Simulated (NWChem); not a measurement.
# TeClF; SMILES F[Te]Cl

All runs: NWChem. Structure relaxed at the PBE0/def2-SVP level. def2 effective core potentials on Te; no spin-orbit coupling. Ions are spin-unrestricted doublets at the neutral geometry; other ion states weren't tried. Functional: LC-ωPBE (HJS hole) with def2-SVP; rows give the range parameter ω in 1/bohr.

For range parameter (1/bohr) 0.35:

```yaml
"−ε(HOMO) (eV)": 9.03
```

Problem. What are these values for range parameter (1/bohr) 0.30?

Solution. 
- −ε(HOMO) (eV): 8.73
